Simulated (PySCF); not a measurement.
# N⁺ (nitrogen, charge +1) across methods

[He] 2s1 2p2 3d1, one real determinant (an excited configuration). Calculation: PySCF 2.14, in dyall-av2z (11s7p2d, 42 functions); the non-relativistic Hamiltonian (point nucleus).

| method | E (hartree) | mean ε 2s α (eV) | mean ε 2p α (eV) | mean ε 3d α (eV) | Σ⟨r²⟩ (bohr²) | ⟨S²⟩ |
| --- | --- | --- | --- | --- | --- | --- |
| PBE | -52.7894 | -40.434 | -29.058 | -0.163 | 12.48 | 6.000 |
| r2SCAN | -52.8363 | -41.710 | -29.955 | -0.081 | 12.53 | 6.000 |
| LDA | -52.3740 | -40.210 | -28.988 | 0.042 | 12.47 | 6.000 |
| UHF | -52.71262 | -51.983 | -38.471 | -2.312 | 12.44 | 6.000 |
| PBE0 | -52.7941 | -43.428 | -31.520 | -0.787 | 12.46 | 6.000 |
| revPBE | -52.8476 | -40.451 | -29.027 | -0.228 | 12.49 | 6.000 |
| CAM-B3LYP | -52.8027 | -44.638 | -32.842 | -1.737 | 12.43 | 6.000 |
| HSE06 | -52.8007 | -42.972 | -31.104 | -0.397 | 12.46 | 6.000 |
| wB97X-V | -52.8198 | -45.846 | -33.888 | -2.725 | 12.46 | 6.000 |

⟨L²⟩ = 7.97 against 12 for a pure F term, so this real determinant mixes terms. The outer electron is Rydberg-like, and this basis confines it to a smaller radius and binds it less than a complete one would.

The highest occupied level is positive at LDA: only the finite basis holds that electron, which in a density functional comes from self-interaction.
